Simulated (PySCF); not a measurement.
Simulated characterisation data

Computational details: GFN2-xTB geometry, shieldings: GIAO PBE0/pcSseg-1, in PySCF 2.14 (a single conformation, non-relativistic Hamiltonian, rapidly exchanging positions averaged, no solvent).

Chemical shifts δ = σref − σ; TMS for $^{1}$H (σref 31.72), $^{13}$C (σref 186.93), all at this level. Splittings of carbon signals by F and P are missing where no couplings were computed. Where no couplings were computed, multiplicities follow the n + 1 count of equivalent neighbours, and m marks all less simple cases (inequivalent or close neighbours, rings, F or P nearby). Shifts are as computed. Against solution values, carbons near 30 ppm lie about +3 ppm off and those near 130 ppm about +5 ppm. Of 1309 compounds with measured shifts, 239 miss one by over three times the rms of a fit or turn the order of signals round; such compounds aren't used in these exercises.

**1.** `CC(F)(F)OC=C=O`, C4H4F2O2. $^{1}$H NMR (600 MHz, computed): δ 6.65 (m, 1H), 1.87 (m, 3H). $^{13}$C{$^{1}$H} NMR (computed): δ 234.7, 132.2, 79.1, 25.2.

**2.** SMILES C[C@@H](F)[SiH2]N(C)C, C4H12FNSi. $^{1}$H NMR (600 MHz, computed): δ 5.04 (m, 1H), 4.87 (m, 1H), 4.39 (m, 1H), 2.66 (s, 6H), 1.61 (m, 3H). $^{13}$C{$^{1}$H} NMR (computed): δ 90.6, 41.4, 20.2.
